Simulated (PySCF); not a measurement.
Se(H)(OH) (H₂OSe), SMILES O[SeH]. Heavy atoms are numbered as in [SeH:1][OH:3]. Hydrogens are named by the atom that carries them.

Coordinates come from a B3LYP-D3(BJ)/def2-TZVP optimisation.

Method: PySCF with B3LYP/def2-TZVPD.

ESP charges are fitted to the potential on shells at 1.4 to 2.0 van der Waals radii. Atomic charges (e), one atom of each kind:

```tsv
atom	meta-Löwdin	ESP fit
Se1 (SeH)	0.26	-0.01
H on Se1	0.04	0.10
O3 (OH)	-0.65	-0.44
H on O3	0.34	0.35
```
